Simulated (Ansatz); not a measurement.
## Nudged elastic band run: AsBFH3

The input (input.yaml):

```yaml
crystal:
  periodic: [false, false, false]
  atoms:
    - { symbol: F, position_ang: [-1.893258, -0.196293, 0.242903] }
    - { symbol: B, position_ang: [-0.73632, -0.46195, -0.316867] }
    - { symbol: As, position_ang: [0.778943, 0.909945, -0.216021] }
    - { symbol: H, position_ang: [-0.636908, -1.47793, -0.946323] }
    - { symbol: H, position_ang: [1.891054, -0.079977, 0.011317] }
    - { symbol: H, position_ang: [0.596489, 1.306206, 1.224982] }
basis:
  gaussian: { orbitals: def2-SVP }
hamiltonian:
  xc: hf
neb:
  order_check: false
  images: 5
  f_tol: 0.05
  max_iterations: 60
  final_atoms:
    - { symbol: F, position_ang: [-0.65583759, -1.62109427, -0.79174518] }
    - { symbol: B, position_ang: [-0.7764188, -0.41690491, -0.28425635] }
    - { symbol: As, position_ang: [0.83562732, 0.84370132, -0.263063] }
    - { symbol: H, position_ang: [-1.86395698, -0.06718134, 0.0778424] }
    - { symbol: H, position_ang: [1.8745496, -0.16254762, 0.15689865] }
    - { symbol: H, position_ang: [0.58603644, 1.42402783, 1.10431448] }
  initial_path:
    images:
      - { positions_ang: [[-1.893258, -0.196293, 0.242903], [-0.73632, -0.46195, -0.316867], [0.778943, 0.909945, -0.216021], [-0.636908, -1.47793, -0.946323], [1.891054, -0.079977, 0.011317], [0.596489, 1.306206, 1.224982]] }
      - { positions_ang: [[-1.48133273, -0.60488335, -0.18364754], [-0.74519218, -0.42785849, -0.30179066], [0.76761463, 0.94253312, -0.22778733], [-1.01128915, -1.0821857, -0.51337243], [1.85346785, -0.07533971, -0.00551416], [0.61673157, 1.24773513, 1.23210311]] }
      - { positions_ang: [[-1.06940745, -1.0134737, -0.61019808], [-0.75406436, -0.39376697, -0.28671432], [0.75628626, 0.97512123, -0.23955366], [-1.38567031, -0.68644141, -0.08042187], [1.81588171, -0.07070242, -0.02234531], [0.63697414, 1.18926426, 1.23922423]] }
      - { positions_ang: [[-0.65748218, -1.42206404, -1.03674862], [-0.76293654, -0.35967546, -0.27163797], [0.74495789, 1.00770935, -0.25131999], [-1.76005146, -0.29069711, 0.3525287], [1.77829556, -0.06606513, -0.03917647], [0.65721672, 1.13079339, 1.24634534]] }
      - { positions_ang: [[-0.65693398, -1.48840745, -0.9550808], [-0.76743062, -0.37875194, -0.2758441], [0.77518103, 0.95304, -0.25523432], [-1.79468663, -0.21619185, 0.2609666], [1.81038024, -0.09822596, 0.0261819], [0.63348996, 1.2285382, 1.19900172]] }
      - { positions_ang: [[-0.65638578, -1.55475086, -0.87341299], [-0.77192471, -0.39782843, -0.28005022], [0.80540418, 0.89837066, -0.25914866], [-1.8293218, -0.1416866, 0.1694045], [1.84246492, -0.13038679, 0.09154028], [0.6097632, 1.32628301, 1.1516581]] }
      - { positions_ang: [[-0.65583759, -1.62109427, -0.79174518], [-0.7764188, -0.41690491, -0.28425635], [0.83562732, 0.84370132, -0.263063], [-1.86395698, -0.06718134, 0.0778424], [1.8745496, -0.16254762, 0.15689865], [0.58603644, 1.42402783, 1.10431448]] }
```

Command:

```bash
$ ansatz run input.yaml --threads 1 --pin off --max-ram 2048MiB --backend cpu --events-out ev --progress --plain --runs-dir out
```

Output, in part (warnings, iteration lines, the closing report on the highest movable image, with atoms numbered from 0):

```
NEB end point (image 0): max|allowed force component| = 1.153e-2 eV/Å (the criterion of neb.relax_end_points is 1.000e-2)
NEB end point (image 6): max|allowed force component| = 7.906e-3 eV/Å (the criterion of neb.relax_end_points is 1.000e-2)
NEB iter   1: max|band force component| = 2.016e2 eV/Å  barrier→ = 51.1854 eV  barrier← = 51.1854 eV  Δτ_max = 0.1969 Å  (254 SCF iters)
NEB iter   2: max|band force component| = 9.681e1 eV/Å  barrier→ = 29.6776 eV  barrier← = 29.6776 eV  Δτ_max = 0.1952 Å  (190 SCF iters)
NEB iter   3: max|band force component| = 4.823e1 eV/Å  barrier→ = 16.4199 eV  barrier← = 16.4199 eV  Δτ_max = 0.1984 Å  (179 SCF iters)
NEB iter   4: max|band force component| = 2.403e1 eV/Å  barrier→ = 9.8276 eV  barrier← = 9.8276 eV  Δτ_max = 0.1855 Å  (194 SCF iters)
NEB iter   5: max|band force component| = 9.819e0 eV/Å  barrier→ = 6.7578 eV  barrier← = 6.7578 eV  Δτ_max = 0.1923 Å  (182 SCF iters)
NEB iter   6: max|band force component| = 5.338e0 eV/Å  barrier→ = 5.2105 eV  barrier← = 5.2105 eV  Δτ_max = 0.1921 Å  (177 SCF iters)
NEB iter   7: max|band force component| = 4.740e0 eV/Å  barrier→ = 4.4310 eV  barrier← = 4.4310 eV  Δτ_max = 0.1606 Å  (172 SCF iters)
NEB iter   8: max|band force component| = 6.059e0 eV/Å  barrier→ = 4.2627 eV  barrier← = 4.2627 eV  Δτ_max = 0.0834 Å  (172 SCF iters)
NEB iter   9: max|band force component| = 5.381e0 eV/Å  barrier→ = 3.4975 eV  barrier← = 3.4975 eV  Δτ_max = 0.0842 Å  (177 SCF iters)
NEB iter  10: max|band force component| = 4.944e0 eV/Å  barrier→ = 2.5286 eV  barrier← = 2.5286 eV  Δτ_max = 0.1707 Å  (171 SCF iters)
NEB iter  11: max|band force component| = 2.694e0 eV/Å  barrier→ = 1.0455 eV  barrier← = 1.0455 eV  Δτ_max = 0.2000 Å  (169 SCF iters)
NEB iter  12: max|band force component| = 1.920e0 eV/Å  barrier→ = 0.3686 eV  barrier← = 0.3686 eV  Δτ_max = 0.1000 Å  (174 SCF iters)
NEB iter  13: max|band force component| = 9.687e-1 eV/Å  barrier→ = 0.2056 eV  barrier← = 0.2056 eV  Δτ_max = 0.1007 Å  (173 SCF iters)
NEB iter  14: max|band force component| = 6.855e-1 eV/Å  barrier→ = 0.1686 eV  barrier← = 0.1686 eV  Δτ_max = 0.0231 Å  (170 SCF iters)
NEB iter  15: max|band force component| = 4.744e-1 eV/Å  barrier→ = 0.1675 eV  barrier← = 0.1675 eV  CI = image 3  Δτ_max = 0.0080 Å  (165 SCF iters)
NEB iter  16: max|band force component| = 2.157e-1 eV/Å  barrier→ = 0.1672 eV  barrier← = 0.1672 eV  CI = image 3  Δτ_max = 0.0065 Å  (173 SCF iters)
NEB iter  17: max|band force component| = 3.189e-2 eV/Å  barrier→ = 0.1672 eV  barrier← = 0.1672 eV  CI = image 3  Δτ_max = 0.0000 Å  (417 SCF iters)
Total energy: -64211.38975729 eV, -2359.7250495374 hartree
Atom 0 at    -1.364364    -0.662599    -1.433969 Å, force    -0.003254     0.001438     0.002160 eV/Å
Atom 1 at    -0.721181    -0.467291    -0.309924 Å, force     0.010598     0.000796    -0.016092 eV/Å
Atom 2 at     0.940562     0.787954    -0.316768 Å, force    -0.000013    -0.003793     0.004012 eV/Å
Atom 3 at    -1.132008    -1.029599     0.664761 Å, force    -0.004641    -0.004549     0.010618 eV/Å
Atom 4 at     1.789998    -0.174797     0.484388 Å, force    -0.003862     0.001872    -0.001972 eV/Å
Atom 5 at     0.486992     1.546333     0.911502 Å, force     0.001173     0.004236     0.001274 eV/Å
Dipole moment:    -0.024581    -0.078381     0.235672 e Å
```

The forces met the threshold. A vibrational analysis at the climbing image gives one clearly imaginary mode, 159i cm⁻¹: a first-order saddle point.

Final band (atoms are numbered from 1 in the order of the input):

| image | path coordinate (Å) | energy (eV) | dihedral F1–B2–As3–H5 (°) |
| --- | --- | --- | --- |
| 0 | 0.00 | 0.000 | 140 |
| 1 | 0.61 | 0.045 | 168 |
| 2 | 1.23 | 0.127 | -164 |
| 3 | 1.84 | 0.167 | -134 |
| 4 | 2.46 | 0.129 | -102 |
| 5 | 3.08 | 0.046 | -72 |
| 6 | 3.70 | 0.000 | -42 |

Time of the run: 6.9 min on 1 thread of Intel(R) Xeon(R) Processor @ 2.50GHz (Skylake/Cascade Lake), with other jobs on the host, peak memory 0.17 GiB.
